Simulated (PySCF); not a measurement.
# Sb⁺ (antimony, charge +1) across methods

[Kr] 4d10 5s1 5p3, high-spin 5S determinant (an excited configuration). Computed with PySCF 2.14 in x2c-QZVPPall, with the spin-free X2C one-electron Hamiltonian (Gaussian nucleus).

| method | E (hartree) | mean ε 4d β (eV) | mean ε 5s α (eV) | mean ε 5p α (eV) | Σ⟨r²⟩ (bohr²) | ⟨S²⟩ |
| --- | --- | --- | --- | --- | --- | --- |
| PW91 | -6480.75 | -42.721 | -22.546 | -13.684 | 48.95 | 6.001 |
| r2SCAN | -6480.28 | -43.447 | -23.275 | -14.055 | 48.71 | 6.003 |
| PBE0 | -6479.91 | -45.614 | -24.469 | -14.832 | 48.85 | 6.002 |
| M06-2X | -6480.84 | -48.462 | -26.413 | -15.919 | 48.49 | 6.002 |
| UHF | -6477.57177 | -53.295 | -29.671 | -17.848 | 49.27 | 6.004 |
| PBE | -6479.82 | -42.661 | -22.473 | -13.636 | 48.98 | 6.002 |
| TPSSh | -6479.99 | -43.915 | -23.356 | -14.148 | 48.88 | 6.002 |

(1) Estimate the same row for LDA.

## Answers

(1) E (hartree) = -6474.07; mean ε 4d β (eV) = -42.825; mean ε 5s α (eV) = -22.639; mean ε 5p α (eV) = -13.723; Σ⟨r²⟩ (bohr²) = 48.93; ⟨S²⟩ = 6.001.
